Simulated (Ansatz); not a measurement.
TiO₄H₄. The state is a singlet with charge 0. Geometry PBE-D4/def2-SVP.

```
atom   x (Å)   y (Å)   z (Å)
 Ti1  -0.008   0.217   0.236
  O2   1.330   0.325  -1.495
  O3  -1.485   0.783   1.014
  O4  -0.082   0.712  -1.568
  O5   0.223  -1.568   0.337
  H6   1.312  -0.588  -1.870
  H7   1.204   0.986   1.176
  H8  -0.266  -2.209   0.882
  H9  -2.227   1.344   1.288
```

The 6-31G sets use Cartesian d functions. LC-ωPBE has ω = 0.4 bohr⁻¹. B3LYP takes the VWN-RPA correlation. The structure holds one bond between oxygen atoms, so isomers without such links may lie far lower. The structure comes from a short search, and lower isomers may exist.

(1) Estimate the orbital energies around the gap (eV) in Ansatz with HF/6-31G, r2SCAN-D4/def2-TZVPD, B3LYP-D4/6-31G, CAM-B3LYP-D4/def2-TZVP, LC-ωPBE/def2-TZVP.

Results:

(1) 
```json
{"orbital": "HOMO−13", "HF/6-31G": "-35.69", "r2SCAN-D4/def2-TZVPD": "-25.54", "B3LYP-D4/6-31G": "-26.67", "CAM-B3LYP-D4/def2-TZVP": "-28.69", "LC-ωPBE/def2-TZVP": "-29.97"}
{"orbital": "HOMO−12", "HF/6-31G": "-32.48", "r2SCAN-D4/def2-TZVPD": "-22.93", "B3LYP-D4/6-31G": "-24.06", "CAM-B3LYP-D4/def2-TZVP": "-26.01", "LC-ωPBE/def2-TZVP": "-27.33"}
{"orbital": "HOMO−11", "HF/6-31G": "-19.95", "r2SCAN-D4/def2-TZVPD": "-14.00", "B3LYP-D4/6-31G": "-14.85", "CAM-B3LYP-D4/def2-TZVP": "-16.83", "LC-ωPBE/def2-TZVP": "-18.30"}
{"orbital": "HOMO−10", "HF/6-31G": "-19.51", "r2SCAN-D4/def2-TZVPD": "-13.20", "B3LYP-D4/6-31G": "-14.26", "CAM-B3LYP-D4/def2-TZVP": "-16.15", "LC-ωPBE/def2-TZVP": "-17.57"}
{"orbital": "HOMO−9", "HF/6-31G": "-18.67", "r2SCAN-D4/def2-TZVPD": "-12.58", "B3LYP-D4/6-31G": "-13.57", "CAM-B3LYP-D4/def2-TZVP": "-15.47", "LC-ωPBE/def2-TZVP": "-16.89"}
{"orbital": "HOMO−8", "HF/6-31G": "-17.79", "r2SCAN-D4/def2-TZVPD": "-11.79", "B3LYP-D4/6-31G": "-12.40", "CAM-B3LYP-D4/def2-TZVP": "-14.45", "LC-ωPBE/def2-TZVP": "-15.91"}
{"orbital": "HOMO−7", "HF/6-31G": "-16.48", "r2SCAN-D4/def2-TZVPD": "-11.16", "B3LYP-D4/6-31G": "-12.03", "CAM-B3LYP-D4/def2-TZVP": "-14.17", "LC-ωPBE/def2-TZVP": "-15.61"}
{"orbital": "HOMO−6", "HF/6-31G": "-14.84", "r2SCAN-D4/def2-TZVPD": "-9.00", "B3LYP-D4/6-31G": "-9.82", "CAM-B3LYP-D4/def2-TZVP": "-11.90", "LC-ωPBE/def2-TZVP": "-13.32"}
{"orbital": "HOMO−5", "HF/6-31G": "-14.55", "r2SCAN-D4/def2-TZVPD": "-8.80", "B3LYP-D4/6-31G": "-9.59", "CAM-B3LYP-D4/def2-TZVP": "-11.65", "LC-ωPBE/def2-TZVP": "-13.07"}
{"orbital": "HOMO−4", "HF/6-31G": "-14.42", "r2SCAN-D4/def2-TZVPD": "-8.76", "B3LYP-D4/6-31G": "-9.57", "CAM-B3LYP-D4/def2-TZVP": "-11.62", "LC-ωPBE/def2-TZVP": "-13.03"}
{"orbital": "HOMO−3", "HF/6-31G": "-14.14", "r2SCAN-D4/def2-TZVPD": "-8.51", "B3LYP-D4/6-31G": "-9.25", "CAM-B3LYP-D4/def2-TZVP": "-11.30", "LC-ωPBE/def2-TZVP": "-12.68"}
{"orbital": "HOMO−2", "HF/6-31G": "-13.67", "r2SCAN-D4/def2-TZVPD": "-7.75", "B3LYP-D4/6-31G": "-8.60", "CAM-B3LYP-D4/def2-TZVP": "-10.58", "LC-ωPBE/def2-TZVP": "-11.94"}
{"orbital": "HOMO−1", "HF/6-31G": "-13.37", "r2SCAN-D4/def2-TZVPD": "-7.54", "B3LYP-D4/6-31G": "-8.37", "CAM-B3LYP-D4/def2-TZVP": "-10.35", "LC-ωPBE/def2-TZVP": "-11.68"}
{"orbital": "HOMO", "HF/6-31G": "-11.90", "r2SCAN-D4/def2-TZVPD": "-6.85", "B3LYP-D4/6-31G": "-7.66", "CAM-B3LYP-D4/def2-TZVP": "-9.51", "LC-ωPBE/def2-TZVP": "-10.92"}
{"orbital": "LUMO", "HF/6-31G": "1.86", "r2SCAN-D4/def2-TZVPD": "-2.58", "B3LYP-D4/6-31G": "-1.84", "CAM-B3LYP-D4/def2-TZVP": "-0.45", "LC-ωPBE/def2-TZVP": "0.79"}
{"orbital": "LUMO+1", "HF/6-31G": "2.03", "r2SCAN-D4/def2-TZVPD": "-2.44", "B3LYP-D4/6-31G": "-1.65", "CAM-B3LYP-D4/def2-TZVP": "-0.27", "LC-ωPBE/def2-TZVP": "0.95"}
{"orbital": "LUMO+2", "HF/6-31G": "2.27", "r2SCAN-D4/def2-TZVPD": "-1.76", "B3LYP-D4/6-31G": "-1.10", "CAM-B3LYP-D4/def2-TZVP": "0.19", "LC-ωPBE/def2-TZVP": "1.39"}
{"orbital": "LUMO+3", "HF/6-31G": "2.45", "r2SCAN-D4/def2-TZVPD": "-1.27", "B3LYP-D4/6-31G": "-0.69", "CAM-B3LYP-D4/def2-TZVP": "0.52", "LC-ωPBE/def2-TZVP": "1.72"}
{"orbital": "LUMO+4", "HF/6-31G": "2.81", "r2SCAN-D4/def2-TZVPD": "-1.08", "B3LYP-D4/6-31G": "-0.49", "CAM-B3LYP-D4/def2-TZVP": "0.77", "LC-ωPBE/def2-TZVP": "2.00"}
{"orbital": "LUMO+5", "HF/6-31G": "3.15", "r2SCAN-D4/def2-TZVPD": "-0.96", "B3LYP-D4/6-31G": "-0.37", "CAM-B3LYP-D4/def2-TZVP": "1.07", "LC-ωPBE/def2-TZVP": "2.29"}
```
